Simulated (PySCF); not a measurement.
Vertical excitations of a molecule C3H10ClNSi from PySCF 2.14.0 with TDA-PBE/def2-SVPD, as energy in eV (oscillator strength): 5.27 (0.002), 5.66 (0.006), 5.77 (0.085), 6.19 (0.051), 6.41 (0.021), 6.53 (0.009). Lowest triplet (TDA): 5.19 eV. The structure is a stationary point at B3LYP-D3(BJ)/def2-SVP. The values are those of a single conformer.

Pick the molecule that these values belong to.
A. C[C@@H](N)[Si@H](C)Cl
B. C[Si](C)(Cl)CN
C. CN(C)[Si@@H](C)Cl
D. CC[C@@H](N)[SiH2]Cl

C, CN(C)[Si@@H](C)Cl
